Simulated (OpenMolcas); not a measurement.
A run on Au6+ among 6 point charges of -1.5 e arranged as an octahedron (Oh), 2.33 Å from the ion.
```
   2.3300    0.0000    0.0000  -1.50
   0.0000    2.3300    0.0000  -1.50
  -2.3300    0.0000    0.0000  -1.50
   0.0000   -2.3300    0.0000  -1.50
   0.0000    0.0000    2.3300  -1.50
   0.0000    0.0000   -2.3300  -1.50
```

* Program: OpenMolcas
* Method: CASSCF
* Basis: ANO-RCC-VDZP [7s6p4d2f]
* Scalar Hamiltonian: DKH2, point nucleus
* Active space: 5 electrons in 5 orbitals (5d)
* State averaging: 2S+1 = 6 even, 1 root; 2S+1 = 4 even, 24 roots; 2S+1 = 2 even, 75 roots
* Spin-orbit coupling: state interaction with AMFI integrals over the reference wave functions

59 basis functions. Blocks (2S+1, parity, CSFs, roots kept): 6, even, 1, 1; 4, even, 24, 24; 2, even, 75, 75.

How long do the RASSCF and RASSI steps take on 1 thread of Arm Neoverse N1 (shared host)?

About 38 s of wall time, without the integral step.
